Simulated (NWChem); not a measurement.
System meant: CH4OSi, singlet; SMILES [Si](C)O

The following NWChem deck was run.

```
start job
memory heap 200 mb stack 900 mb global 1100 mb
geometry units angstroms noautoz
  Si     0.623940     0.153242    -0.001465
  C     -0.425680    -1.443963     0.004225
  H     -0.219475    -2.022465    -0.924466
  H     -1.514682    -1.244599     0.073225
  H     -0.114247    -2.101635     0.845695
  O     -0.662734     1.265674     0.000620
  H     -0.337523     2.186043    -0.007464
end
basis spherical
  Si library def2-svp
  C library def2-svp
  H library def2-svp
  O library def2-svp
end
dft
  xc pbe0
  iterations 4
  mulliken
end
task dft energy
```

End of the output:

```
    Atom       Charge   Shell Charges
 -----------   ------   -------------------------------------------------------
    1 Si  14    13.67   2.00  1.96  0.90  0.67  5.80  1.10  0.94  0.31
    2 C    6     6.31   1.97  0.61  0.35  1.88  1.47  0.04
    3 H    1     0.96   0.62  0.27  0.07
    4 H    1     0.96   0.62  0.27  0.07
    5 H    1     0.96   0.62  0.27  0.07
    6 O    8     8.22   1.97  0.90  0.62  2.68  2.03  0.01
    7 H    1     0.92   0.55  0.18  0.18

 center of mass
 --------------
 x =   0.06623162 y =   0.09859303 z =   0.00070359

 moments of inertia (a.u.)
 ------------------
         241.488853972361           0.000000000000          -0.000000000000
           0.000000000000          86.109383208918           0.000000000000
          -0.000000000000           0.000000000000         316.259420937559

     Multipole analysis of the density
     ---------------------------------

     L   x y z        total         alpha         beta         nuclear
     -   - - -        -----         -----         ----         -------
     0   0 0 0     -0.000000    -16.000000    -16.000000     32.000000

     1   1 0 0      0.029104      0.014552      0.014552     -0.000000
     1   0 1 0      0.177884      0.088942      0.088942      0.000000
     1   0 0 1     -0.006212     -0.003106     -0.003106      0.000000

     2   2 0 0    -22.668317    -33.673753    -33.673753     44.679188
     2   1 1 0      0.235700     -1.888325     -1.888325      4.012351
     2   1 0 1      0.016717      0.006126      0.006126      0.004465
     2   0 2 0    -16.035329    -80.224053    -80.224053    144.412777
     2   0 1 1      0.002394     -0.006425     -0.006425      0.015243
     2   0 0 2    -18.252461    -11.938905    -11.938905      5.625348

 ------------------------------------------------------------------------
 dft energy failed                                                                                  0
 ------------------------------------------------------------------------
 ------------------------------------------------------------------------
  current input line :
    23: task dft energy
 ------------------------------------------------------------------------
 ------------------------------------------------------------------------
 This type of error is most commonly associated with calculations not reaching convergence criteria
 ------------------------------------------------------------------------
 For more information see the NWChem manual at https://nwchemgit.github.io

0:dft energy failed:Received an Error in Communication
```

What is wrong, and how is it mended?

The run did not converge; its last values are not results. Cause: the SCF was allowed too few iterations. This input runs:
```
start job
memory heap 200 mb stack 900 mb global 1100 mb
geometry units angstroms noautoz
  Si     0.623940     0.153242    -0.001465
  C     -0.425680    -1.443963     0.004225
  H     -0.219475    -2.022465    -0.924466
  H     -1.514682    -1.244599     0.073225
  H     -0.114247    -2.101635     0.845695
  O     -0.662734     1.265674     0.000620
  H     -0.337523     2.186043    -0.007464
end
basis spherical
  * library def2-svp
end
dft
  xc pbe0
  iterations 150
  mulliken
end
task dft energy
```
It converges to -404.79587 Ha (PBE0/def2-SVP).
